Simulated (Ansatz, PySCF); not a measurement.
Gas-phase reaction in SMILES: [C-]#[N+]CC → [CH3] (CH3) + [C-]#[N+][CH2] (the C-C bond at the site shown breaks; other sites are not compared here)
Each molecule is optimised on its own at B3LYP-D3(BJ)/def2-TZVP (Ansatz, a program for electronic structure).
Geometry of the first species:
```
C
H 1 1.0915
H 1 1.0915 2 107.51
N 1 1.4250 2 107.93 3 -116.18
C 4 1.1649 3 150.25 1 -177.39
C 1 1.5245 2 110.81 3 121.22
H 6 1.0897 1 110.68 2 60.22
H 6 1.0897 7 108.47 1 -121.61
H 6 1.0905 7 108.67 8 -117.97
```

Quantity: bond dissociation energy (enthalpy at 298 K, with B3LYP-D3(BJ) rigid-rotor harmonic-oscillator terms from PySCF), in eV. Valence correlation only, unless marked. UHF or UKS for open shells. No spin-orbit coupling. Non-relativistic. CBS marks a two-point X^-3 extrapolation of the correlation energy; Hartree-Fock from the larger set. The bracket is a focal-point correction in the basis named.

```
level                                                                 program  bond dissociation energy (eV)
-------------------------------------------------------------  --------------  -----------------------------
r2SCAN/def2-TZVPD                                                      Ansatz                              ?
PBE0-D3(BJ)/def2-TZVPD                                         Ansatz + dftd3                              ?
M06-2X/def2-TZVPD                                                       PySCF                           3.71
LC-wPBE-D3(BJ)/def2-TZVPD                                      Ansatz + dftd3                           3.60
B2PLYP-D3(BJ)/def2-TZVPD                                       Ansatz + dftd3                              ?
RPA@PBE/cc-pVQZ                                                        Ansatz                           3.60
CCSD/aug-cc-pVDZ                                                       Ansatz                              ?
CCSD(T) with core electrons/cc-pwCVTZ                                  Ansatz                           3.66
RI-MP2/CBS(aug-cc-pVTZ,aug-cc-pVQZ)+[CCSD(T)-MP2]/aug-cc-pVTZ          Ansatz                           3.74
```

### Question
Complete the blanks.

### Answer

- r2SCAN/def2-TZVPD, bond dissociation energy (eV): 3.23
- PBE0-D3(BJ)/def2-TZVPD, bond dissociation energy (eV): 3.55
- B2PLYP-D3(BJ)/def2-TZVPD, bond dissociation energy (eV): 3.57
- CCSD/aug-cc-pVDZ, bond dissociation energy (eV): 3.51
